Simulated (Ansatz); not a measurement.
A search over several starts for the lowest SCF solution of Sn₂N₂H₆⁺, that is cyclo-(H2SnNH)2 with one electron fewer at the given spin, in a small basis.

```yaml
crystal:
  periodic: [false, false, false]
  atoms:
    - {symbol: Sn, position_ang: [0.911835, -0.431283, -1.173400]}
    - {symbol: H, position_ang: [1.006552, 0.153464, -2.791504]}
    - {symbol: H, position_ang: [2.059167, -1.704697, -0.914050]}
    - {symbol: N, position_ang: [0.836410, 1.062998, 0.252141]}
    - {symbol: Sn, position_ang: [-0.948190, 0.488024, 1.121210]}
    - {symbol: H, position_ang: [-0.854103, -0.264859, 2.679906]}
    - {symbol: H, position_ang: [-2.156265, 1.716679, 1.110263]}
    - {symbol: N, position_ang: [-1.020743, -0.769638, -0.519086]}
    - {symbol: H, position_ang: [1.639789, 1.429446, 0.756472]}
    - {symbol: H, position_ang: [-1.474462, -1.680114, -0.521953]}
basis:
  gaussian: {orbitals: def2-SVP}
total_charge: 1
magnetization: {spin_polarized: true, initial_magnetization: 1}
hamiltonian: {xc: pbe0, dispersion: d4}
output: {orbitals: {seedname: orbitals}}
```

```sh
$ ansatz run in.yaml --threads 4 --pin off --events-out ev --progress --plain --max-ram 3916MiB
```

Shortened log:

```
Functional definition: PBE0
1278 factors; integrals over basis functions are off by at most 4.7e-4 eV
mean field evaluation 1: about -14698.2255 eV, gradient 7.6e1 eV
mean field evaluation 2: about -14564.4629 eV, gradient 1.5e2 eV
mean field evaluation 4: about -14724.5237 eV, gradient 7.1e0 eV
mean field evaluation 8: about -14724.8842 eV, gradient 1.1e0 eV
mean field evaluation 16: about -14725.0660 eV, gradient 2.4e0 eV
mean field evaluation 32: about -14724.8298 eV, gradient 8.0e0 eV
mean field -14725.43234991 eV, -541.1496576028 hartree, gradient 2.5e-5 eV, S^2 0.774850; 2 other end points of the search recorded, 0 dependent functions left out
reference -14725.43238610 eV, -541.1496589326 hartree; 32, 31 occupied and 78, 79 virtual orbitals, 1278 factors
Total energy: -14725.63573909 eV, -541.1571320171 hartree
```

Run time 5.5 s (4 threads of Arm Neoverse V1 on a shared host).

In the def2 sets Sn takes a core potential; there is no spin–orbit coupling.
